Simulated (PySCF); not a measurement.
PySCF input file for CH10N2Si3, SMILES N[Si@@H]1N[SiH2]C[SiH2]1, PBE0/pcSseg-1. Geometry optimised at PBE0-D3(BJ)/def2-SVP. The structure was generated by enumeration; whether it is a known compound was not checked. One conformer was computed; it need not be the lowest.

```python
import numpy as np
from pyscf import gto, scf, dft
from pyscf.prop.nmr import rks as nmr

mol = gto.M(
    atom='''
    N     2.27132907   -0.42858955   -1.35280598
    Si    1.35783874   -0.14448140    0.08774141
    N     0.12664157   -1.32101997    0.52318386
    Si   -1.57913510   -0.95229167    0.59571611
    C    -1.75260767    0.69714780   -0.29720520
    Si   -0.13402524    1.66186094   -0.07210468
    H     3.09965141   -1.01228446   -1.33020376
    H     1.82196679   -0.46511906   -2.26045727
    H     2.39835343   -0.07674704    1.15957991
    H     0.42457896   -2.24662702    0.82231984
    H    -2.08433083   -0.82772357    2.00262357
    H    -2.38475123   -2.03634931   -0.05443077
    H    -1.88567932    0.49826286   -1.37438204
    H    -2.63354443    1.25983259    0.04897699
    H     0.11679143    2.62310153   -1.19174739
    H    -0.16868213    2.43680328    1.20936742
    ''',
    basis='pcSseg-1',
    charge=0,
    spin=0,
    max_memory=1600,
    verbose=3,
)
mf = dft.RKS(mol, xc='pbe0').density_fit(auxbasis='def2-universal-jkfit')
mf.grids.level = 3
mf.conv_tol = 1e-10
mf.max_cycle = 100
mf.kernel()
n = nmr.NMR(mf)
n.verbose = 2
n.max_cycle_cphf = 60
sigma = n.kernel()
print('atom   isotropic/ppm   span/ppm')
for i, s in enumerate(sigma):
    w = np.linalg.eigvalsh((s + s.T) / 2)
    print(f'{mol.atom_symbol(i):2s}{i + 1:3d} {w.mean():14.3f} {w[2] - w[0]:11.3f}')
```

It prints:

```
converged SCF energy = -1021.60591472774
atom   isotropic/ppm   span/ppm
N   1        229.044      48.708
Si  2        381.037      90.374
N   3        212.612      75.590
Si  4        376.079     107.605
C   5        199.882      21.342
Si  6        425.659      71.713
H   7         30.083      17.748
H   8         30.829      16.867
H   9         26.328       9.467
H  10         30.559      18.700
H  11         26.487       9.725
H  12         26.188       9.438
H  13         31.284      12.900
H  14         31.175      14.846
H  15         27.342       9.009
H  16         27.380       9.012
```

Self-consistency was reached.

Cost: around 70 core-seconds (rough).
